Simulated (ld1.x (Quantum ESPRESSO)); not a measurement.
Varying the TM potential for La (Z = 57)

Base potential:

```json
{
 "Element": "lanthanum",
 "Generator": "ld1.x (Quantum ESPRESSO) 7.5",
 "Type": "norm-conserving Troullier–Martins (Kleinman–Bylander form)",
 "Functional": "PBEsol",
 "Relativity": "scalar-relativistic",
 "Frozen core": "[Xe]",
 "Valence charge": "3",
 "Reference configuration": "4f0 5d1 6s1.5 6p0.5",
 "Partial waves": "6s (bound): rc 3.35 bohr; 6p (bound): rc 3.20 bohr; 4f (bound, empty): rc 1.50 bohr; 5d (bound): rc 3.60 bohr",
 "Local potential": "the d channel",
 "Core correction": "none"
}
```

Cutoffs, loose and tight: the cutoffs (Ry, on a coarse ladder) from which the occupation-weighted sum of valence levels, in a spherical-Bessel basis at the reference potential, stays within 10 and 1 mRy of its value at 400 Ry. They do not see the model core or the augmentation charge, which bear on the density cutoff. Test errors are all-electron minus pseudo excitation energies from the reference, over the configurations 4f0 5d1 6s2 6p0; 4f0 5d1 6s1 6p0; 4f0 5d1 6s0 6p0; 4f0 5d0 6s2 6p1; 4f1 5d0 6s2 6p0; 4f0 5d1 6s0 6p2; 4f1 5d1 6s0 6p0. A dash means not determined; rows that change the core or the reference have their own tests. The largest error is taken over the tests solved by every variant that gives reliable tests at all: 4f0 5d1 6s0 6p0; 4f0 5d1 6s1 6p0; 4f0 5d1 6s2 6p0.

For the base: The cutoffs count occupied waves only; the empty 4f level needs 140 Ry at the loose tolerance.

A true bound ghost makes a file unfit for plane-wave use even where its test errors are small: the radial tests pick states by their node count and pass the ghost by. Where a test does run into it, the solver fails or the error is huge.

| change | outcome | cutoff, loose | cutoff, tight | bound ghosts | largest test error (meV) |
| --- | --- | --- | --- | --- | --- |
| base | generated | 10 Ry | 12 Ry | s, p | +28 |
| all radii scaled by about 0.77 (s 2.58, p 2.46, d 2.76, f 1.16 bohr) | generated | 15 Ry | 180 Ry | p, s | +118 |
| all radii scaled by about 0.84 (s 2.82, p 2.70, d 3.04, f 1.26 bohr) | generated | 10 Ry | 80 Ry | p, s | +79 |
| all radii scaled by about 0.91 (s 3.06, p 2.92, d 3.28, f 1.36 bohr) | generated | 10 Ry | 35 Ry | p, s | +47 |
| all radii scaled by about 1.11 (s 3.72, p 3.56, d 4.00, f 1.66 bohr) | generated | 8 Ry | 12 Ry | s | +28 |
| all radii scaled by about 1.26 (s 4.22, p 4.04, d 4.54, f 1.90 bohr) | generated | 8 Ry | 10 Ry | s | +15 |
| all radii scaled by about 1.39 (s 4.66, p 4.46, d 5.02, f 2.10 bohr) | generated | 8 Ry | 10 Ry | s | -19 |

(1) What comes out with this change to the base: all radii scaled by about 1.22 (s 4.10, p 3.92, d 4.40, f 1.84 bohr)?

Results:

(1) outcome: generated; cutoff, loose: 8 Ry; cutoff, tight: 10 Ry; bound ghosts: s; largest test error (meV): +19.

Reading the sweep of the scale of all radii (base = 1) (base included, trends over the rows without a ghost): Bound ghosts are found at 0.77, 0.84, 0.91, 1, 1.11, 1.22, 1.26, 1.39. Every judged row has one, so this setting neither creates nor removes them.
